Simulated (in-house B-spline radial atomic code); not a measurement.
K⁺. Computed with a B-spline radial atomic code. Model: non-relativistic spherical atom: semilocal Troullier-Martins pseudo-atom, one channel per l, against all electrons, high spin, G0W0 and RPA with empty states to l = 8, local potential for every l without a channel, a model core (radius 0 = none) keeps its share of the functional.

What the tables leave out is listed at the end.

The pseudopotential gives back the lowest level of each angular momentum of its own functional in the configuration it was made in; a second state of the same l is only approximately right. Exact exchange, RPA and GW see the smooth pseudo-orbitals and miss the exchange with the core, for which the functional's share stands in. The column with an uncorrelated core keeps all orbitals and exact exchange, and so separates missing core correlation from pseudisation. Only the three outermost levels and the lowest empty one were computed. RPA here is direct RPA, with no exchange kernel, and its energies carry an (l + 1/2)⁻⁴ tail. A hybrid on a potential with a model core restores only its own semilocal share of the core's exchange.

Command:
```bash
python run_psgw.py task.json out
```
Settings (lengths in bohr, energies in hartree):
```
Z                      19
electrons              18
configuration          [Ne] 3s2 3p6
generated_in           [Ar] 4s1
functional             lda,vwn
core_shells            3
radius_factor          1.3
core_correction        False
```

Time taken, with all properties: 19 s on 1 thread of Arm Neoverse N1, with other jobs on the host.

Given: made with LDA VWN5; model core radius 0 bohr; local radius 1.423 bohr; mean-field start LDA VWN5.

Valence shells of the generating configuration: 3s, 3p, 4s.

Channel: s 1.408, p 1.506 (radii in bohr).

Computed: largest level miss in the spin-unpolarised generating configuration 0.026 eV; valence RPA correlation energy all-electron orbitals -0.44744 hartree; valence RPA correlation energy pseudo -0.4197 hartree; all-electron RPA polarisability, core included 5.1997 bohr³.

| level | occupied | mean-field all-electron (eV) | mean-field pseudo minus all (eV) | G0W0 all-electron (eV) | G0W0 uncorrelated core minus all (eV) | G0W0 pseudo minus all (eV) | exchange self-energy all-electron (eV) | exchange self-energy pseudo (eV) |
| --- | --- | --- | --- | --- | --- | --- | --- | --- |
| 3p | 1 | -24.99 | -0.048 | -31.524 | 0.133 | -0.298 | -27.898 | -24.866 |
| 4s (empty) | 0 | -6.0886 | -0.074 | -4.1035 | 0.015 | -0.025 | -1.3891 | -1.0372 |

(1) What is the pseudo-atom RPA polarisability?

Given: mean-field start PBE0.

Computed: valence RPA correlation energy all-electron orbitals -0.41577 hartree; all-electron RPA polarisability, core included 4.6844 bohr³; pseudo-atom RPA polarisability 4.4749 bohr³.

```json
{"level": "3p", "occupied": "1", "mean-field all-electron (eV)": "-26.922", "mean-field pseudo minus all (eV)": "-0.142", "G0W0 all-electron (eV)": "-31.708", "G0W0 uncorrelated core minus all (eV)": "0.131", "G0W0 pseudo minus all (eV)": "-0.15", "exchange self-energy all-electron (eV)": "-27.839", "exchange self-energy pseudo (eV)": "-25.017"}
{"level": "4s (empty)", "occupied": "0", "mean-field all-electron (eV)": "-5.5434", "mean-field pseudo minus all (eV)": "-0.047", "G0W0 all-electron (eV)": "-4.2048", "G0W0 uncorrelated core minus all (eV)": "0.012", "G0W0 pseudo minus all (eV)": "-0.016", "exchange self-energy all-electron (eV)": "-1.1046", "exchange self-energy pseudo (eV)": "-0.83448"}
```

(2) What is the valence RPA correlation energy pseudo?

Given: mean-field start Hartree-Fock.

Computed: valence RPA correlation energy pseudo -0.33748 hartree; all-electron RPA polarisability, core included 3.7704 bohr³; pseudo-atom RPA polarisability 3.6008 bohr³.

| level | occupied | mean-field all-electron (eV) | mean-field pseudo minus all (eV) | G0W0 all-electron (eV) | G0W0 uncorrelated core minus all (eV) | G0W0 pseudo minus all (eV) | exchange self-energy all-electron (eV) | exchange self-energy pseudo (eV) |
| --- | --- | --- | --- | --- | --- | --- | --- | --- |
| 3p | 1 | -31.852 | -0.215 | -32.194 | 0.127 | -0.043 | -27.603 | -25.005 |
| 3s | 1 | -53.438 | 0.019 | -50.032 | 0.088 | -0.28 | -35.37 | -31.718 |
| 4s (empty) | 0 | -3.9988 | -0.029 | -4.2625 | 0.006 | -0.02 | -0.5367 | -0.41632 |

(3) What is the valence RPA correlation energy all-electron orbitals?

Answers

(1) 5.0146 bohr³.

(2) -0.39519 hartree.

(3) -0.34731 hartree.

Among the listed levels the largest G0W0 shift of the pseudo-atom is -0.30 eV, for 3p on the LDA VWN5 start, while leaving the core uncorrelated moves that level by +0.13 eV. So pseudisation and the lost core exchange, not the missing core correlation, make the error. Not in the tables (levels of low weight, unsolved or above zero; the highest and the empty levels are kept at any weight): on LDA the G0W0 levels 3s (pseudo minus all -1.23 eV, weights 0.48 and 0.48); on PBE0 the G0W0 levels 3s (pseudo minus all -0.82 eV, weights 0.63 and 0.67).
